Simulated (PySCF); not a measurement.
Si(H)2(NHSiH3)(Me) (CH9NSi2), SMILES C[SiH2]N[SiH3].

Geometry: PBE0-D3(BJ)/def2-SVP. One conformer was computed; it need not be the lowest.

All values below come from PBE0-D3(BJ)/def2-SVP (PySCF).

Frequencies are harmonic and unscaled.

Computed normal modes with their intensities:
```tsv
mode	ν (cm⁻¹)	IR (km/mol)	Raman (Å⁴/amu)	depolarisation	moving atoms (share of kinetic energy)
1	9	0.9	0.0	–	H 60 %, N 20 %, Si 12 %, C 8 %
2	61	2.2	1.0	0.75	H 82 %, N 14 %
3	134	0.3	0.2	0.32	C 37 %, Si 31 %, H 26 %
4	177	0.0	0.0	–	H 95 %
5	291	0.9	2.1	0.56	Si 41 %, H 29 %, N 22 %, C 8 %
6	294	57.4	2.8	0.75	H 80 %, N 19 %
7	491	12.1	3.5	0.75	H 94 %
8	607	4.7	14.1	0.30	H 39 %, Si 38 %, N 19 %
9	686	2.9	6.4	0.74	H 67 %, C 20 %, Si 10 %
10	705	0.9	12.5	0.17	H 43 %, C 29 %, Si 23 %
11	717	14.7	15.0	0.75	H 88 %, Si 9 %
12	728	66.8	9.2	0.75	H 83 %, N 10 %
13	810	63.4	0.5	0.17	H 53 %, N 21 %, Si 13 %, C 13 %
14	872	44.0	6.5	0.75	H 75 %, C 19 %
15	917	507.7	12.2	0.72	H 70 %, Si 20 %
16	930	75.5	23.9	0.75	H 96 %
17	948	271.7	8.5	0.70	H 54 %, N 29 %, Si 17 %
18	960	21.2	18.5	0.74	H 91 %
19	995	99.3	4.2	0.75	H 87 %, N 10 %
20	1013	65.7	28.5	0.74	H 89 %, Si 10 %
21	1194	167.6	0.1	0.58	H 65 %, N 31 %
22	1268	33.6	0.9	0.28	H 78 %, C 22 %
23	1430	7.1	12.7	0.75	H 96 %
24	1432	5.3	8.4	0.75	H 96 %
25	2193	139.4	117.1	0.75	H 96 %
26	2205	186.2	53.0	0.75	H 96 %
27	2206	214.4	106.4	0.13	H 98 %
28	2219	51.3	251.9	0.07	H 98 %
29	2237	117.9	176.3	0.20	H 97 %
30	3059	0.8	121.0	0.01	H 97 %
31	3164	2.4	86.5	0.71	H 91 %, C 9 %
32	3165	1.3	51.9	0.75	H 91 %, C 9 %
33	3632	48.0	83.6	0.25	H 93 %
```
